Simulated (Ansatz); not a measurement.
`F[CH2][GaH][SnH3]` + `F[CH]1[O][GeH2]1` → `[SnH3][CH]1[O][GeH2]1` + `F[CH2][GaH][F]`  (redistribution)

Computed with Ansatz on PBE0-D4/def2-TZVP structures; ΔE is electronic, products minus reactants. CCSD(T)/CBS is the MP2 limit (def2-TZVPP, def2-QZVPP) plus CCSD(T) − MP2 in def2-TZVPP, frozen cores. Functionals use def2-TZVPP. B3LYP here is the variant with VWN-RPA as its local correlation; programs differ in this. def2 core potentials past Kr. For Ga, Ge, Sn outer-core shells are correlated without core-valence functions, which leaves a few kJ/mol of doubt a bond. Scalar relativity is left out up to krypton. One conformer a species, not always the lowest.

`F[CH2][GaH][SnH3]`:

```xyz
10

F     2.063    0.578    0.685
C     1.562   -0.684    0.994
Ga   -0.279   -0.941    0.274
Sn   -1.361    1.037   -1.053
H     2.252   -1.432    0.586
H     1.577   -0.798    2.085
H    -0.983   -2.325    0.544
H    -2.936    0.681   -1.619
H    -1.480    2.436   -0.079
H    -0.416    1.449   -2.417
```

`F[CH]1[O][GeH2]1`:

Cartesian coordinates in Å:
```
F 0.245 0.758 -1.832
C -0.014 0.812 -0.499
O -1.175 0.207 -0.125
Ge 0.260 -0.756 0.582
H 0.150 1.832 -0.147
H 0.203 -0.728 2.108
H 0.331 -2.124 -0.087
```

`[SnH3][CH]1[O][GeH2]1`:

```xyz
10

Sn   -1.071    0.346    1.294
C     0.513    0.577   -0.139
O     0.103    0.708   -1.509
Ge    1.051   -0.842   -1.287
H    -2.027    1.759    1.350
H    -0.400    0.042    2.837
H    -2.032   -0.979    0.808
H     1.302    1.276    0.149
H     0.182   -2.083   -1.466
H     2.380   -0.804   -2.037
```

`F[CH2][GaH][F]`:

Cartesian coordinates in Å:
```
F -1.036 -1.089 -1.232
C -0.845 -0.336 -0.081
Ga 1.007 0.357 0.024
F 1.257 1.314 1.484
H -1.070 -0.963 0.787
H -1.564 0.490 -0.081
H 2.249 0.227 -0.901
```

```tsv
level	ΔE (kJ/mol)
B3LYP	-64.7
MP2/def2-TZVPP	-97.4
SCS-MP2/def2-TZVPP	-95.8
CCSD(T)/def2-TZVPP	-83.9
SCS-MP2/def2-QZVPP	-97.6
HF/CBS(def2)	-79.7
MP2/CBS(def2)	-97.7
CCSD/CBS(def2)	-83.3
```

**Question.** What does CCSD(T)/CBS give? (Best estimate.)

**Answer.** Ansatz gave: -84.2 kJ/mol. The listed levels differ from it by 19.5, -13.2, -11.6, 0.3, -13.4, 4.5, -13.5, 0.9 kJ/mol.

Largest T1 diagnostic among the species: 0.015.

From PBE to PBE0 (25 % exact exchange), in def2-TZVPP and without D4, ΔE moves by −3.6 kJ/mol. In def2-TZVPP, CCSD(T) changes the Hartree–Fock value by −7.7 kJ/mol (the triples alone add −0.9 kJ/mol) and MP2 by −21.1 kJ/mol.
